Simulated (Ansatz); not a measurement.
Consider the redistribution: `CO[SiH](F)[SeH]` + `[OH][In]([F])[SH]` → `F[SiH](F)[SeH]` + `C[O][In]([OH])[SH]`.

Computed with Ansatz on PBE0-D4/def2-TZVP structures; ΔE is electronic, products minus reactants. CCSD(T)/CBS adds triple-zeta CCSD(T) − MP2 to the extrapolated MP2 energy (def2 sets, frozen cores). Functionals use def2-TZVPP. B3LYP here is the variant with VWN-RPA as its local correlation; programs differ in this. Elements past krypton have def2 core potentials. For In, Se outer-core shells are correlated without core-valence functions, which leaves a few kJ/mol of doubt a bond. Scalar relativity is left out up to krypton. One conformer a species, not always the lowest.

```tsv
level	ΔE (kJ/mol)	difference from CCSD(T)/CBS
PBE-D4	6.6	5.8
r2SCAN-D4	6.2	5.4
PBE0-D4	7.9	7.1
B3LYP-D4	8.1	7.3
ωB97X-V	8.2	7.4
ωB97M-V	7.7	6.9
B2PLYP	3.3	2.5
PBE	5.0	4.2
r2SCAN	5.8	5.0
PBE0	6.4	5.6
B3LYP	5.4	4.6
HF/def2-TZVPP	9.2	8.4
MP2/def2-TZVPP	-0.8	-1.6
SCS-MP2/def2-TZVPP	0.2	-0.6
CCSD/def2-TZVPP	1.0	0.2
CCSD(T)/def2-TZVPP	0.0	-0.8
HF/def2-QZVPP	9.2	8.4
MP2/def2-QZVPP	-0.3	-1.1
SCS-MP2/def2-QZVPP	0.7	-0.1
HF/CBS(def2)	9.2	8.4
MP2/CBS(def2)	0.1	-0.7
CCSD/CBS(def2)	1.9	1.1
CCSD(T)/CBS	0.8	0
```

Largest T1 diagnostic among the species: 0.016.

In def2-TZVPP, CCSD(T) changes the Hartree–Fock value by −9.2 kJ/mol (the triples alone add −1.0 kJ/mol) and MP2 by −10.0 kJ/mol.
